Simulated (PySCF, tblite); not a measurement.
Species: C₈H₁₂Si.
Cartesian coordinates in Å at the GFN2-xTB level; atoms count from 1:
```
atom  x, y, z in Å
C1     2.9855    0.8467   -0.4462
C2     2.2414   -0.2359   -0.6501
C3     0.9216   -0.5082   -0.1024
C4     0.2018   -1.5458   -0.5501
Si5   -1.5651   -1.8544   -0.0040
C6    -2.4877   -0.2140   -0.0209
C7    -2.0037    1.0178    0.0899
C8    -0.5940    1.4582    0.3478
C9     0.3463    0.4059    0.9448
H10    2.6767    1.6621    0.1856
H11    3.9451    0.9610   -0.9214
H12    2.6156   -1.0047   -1.3167
H13    0.6375   -2.1861   -1.3069
H14   -2.2057   -2.7562   -0.9719
H15   -1.6152   -2.4708    1.3334
H16   -3.5559   -0.2940   -0.1902
H17   -2.6846    1.8597   -0.0111
H18   -0.6430    2.3138    1.0292
H19   -0.1716    1.8321   -0.5922
H20   -0.2081   -0.1826    1.6782
H21    1.1539    0.9123    1.4746
```

Jobs on this species (21 atoms, 74 electrons) with PySCF (density fitting) and tblite. Hardware of each: one thread of an Arm Neoverse V2, no GPU (shared host). The host was shared with other jobs, so the times are rough.

| level and settings | work | basis functions | SCF cycles | wall time |
| --- | --- | --- | --- | --- |
| GFN2-xTB | Hessian by finite differences | – | – | 0.85 s |
| PBE0/pcSseg-1 | shieldings, ring-centre shieldings, charges and field gradients | 220 | ? | ? |
| GFN2-xTB | L-BFGS relaxation | – | – | 0.54 s |

Problem. Fill in the missing figures.

Solution. 
- PBE0/pcSseg-1; shieldings, ring-centre shieldings, charges and field gradients: 44 s, 14 SCF cycles

Problem. What do all jobs in the table cost together?

Solution. About 45 s; the longest takes about 97 % of that, and about 81 times as long as the shortest.
